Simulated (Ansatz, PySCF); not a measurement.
Gas-phase reaction (SMILES): [SiH3]c1nccs1 + 8 [H][H] (H2) → 3 C (CH4) + N (NH3) + S (H2S) + [SiH4] (SiH4); energy of full hydrogenation.

Geometries: B3LYP-D3(BJ)/def2-TZVP minima from Ansatz (a quantum-chemistry and plane-wave program). Valence correlation only, unless marked. Spin-orbit coupling is left out. No relativistic terms. CBS marks a two-point X^-3 extrapolation of the correlation energy; Hartree-Fock from the larger set. Unstable Hartree-Fock reference: [SiH3]c1nccs1. Thermal terms are rigid-rotor harmonic-oscillator values from B3LYP-D3(BJ) frequencies (Ansatz or PySCF) at 298.15 K and 1 atm. 1 Eh = 627.5095 kcal/mol.

```json
[
 {"species": "[SiH3]c1nccs1", "E, CCSD(T)/CBS(cc-pV(T+d)Z,cc-pV(Q+d)Z) (Ansatz) (Eh)": "-858.68451", "E, PBE0-D4/def2-TZVPD (Ansatz + dftd4) (Eh)": "-859.38241", "H - E (Eh)": "0.07746"},
 {"species": "[H][H] (H2)", "E, CCSD(T)/CBS(cc-pV(T+d)Z,cc-pV(Q+d)Z) (Ansatz) (Eh)": "-1.17450", "E, PBE0-D4/def2-TZVPD (Ansatz + dftd4) (Eh)": "-1.16831", "H - E (Eh)": "0.01336"},
 {"species": "C (CH4)", "E, CCSD(T)/CBS(cc-pV(T+d)Z,cc-pV(Q+d)Z) (Ansatz) (Eh)": "-40.45816", "E, PBE0-D4/def2-TZVPD (Ansatz + dftd4) (Eh)": "-40.47492", "H - E (Eh)": "0.04840"},
 {"species": "N (NH3)", "E, CCSD(T)/CBS(cc-pV(T+d)Z,cc-pV(Q+d)Z) (Ansatz) (Eh)": "-56.50369", "E, PBE0-D4/def2-TZVPD (Ansatz + dftd4) (Eh)": "-56.51535", "H - E (Eh)": "0.03799"},
 {"species": "S (H2S)", "E, CCSD(T)/CBS(cc-pV(T+d)Z,cc-pV(Q+d)Z) (Ansatz) (Eh)": "-398.96824", "E, PBE0-D4/def2-TZVPD (Ansatz + dftd4) (Eh)": "-399.26302", "H - E (Eh)": "0.01881"},
 {"species": "[SiH4] (SiH4)", "E, CCSD(T)/CBS(cc-pV(T+d)Z,cc-pV(Q+d)Z) (Ansatz) (Eh)": "-291.45815", "E, PBE0-D4/def2-TZVPD (Ansatz + dftd4) (Eh)": "-291.75741", "H - E (Eh)": "0.03520"}
]
```

Problem. Work out ΔE and ΔH at 298.15 K at the first level, then ΔH at the second.

Solution. 
1. ΔE = [3×(-40.45816) + (-56.50369) + (-398.96824) + (-291.45815)] - [(-858.68451) + 8×(-1.17450)] = -0.22405 Eh = -140.6 kcal/mol at CCSD(T)/CBS(cc-pV(T+d)Z,cc-pV(Q+d)Z).
2. The terms H - E add up to 0.05286 Eh, so ΔH = (-0.22405 + (0.05286))×627.5095 = -107.4 kcal/mol.
3. At PBE0-D4/def2-TZVPD the same steps give ΔE = -145.4 and ΔH = -112.2 kcal/mol, a shift of -4.8 from the first level.
4. These values are not checked against measurement here, since the tables used lack a sound gas-phase enthalpy of formation for at least one species.
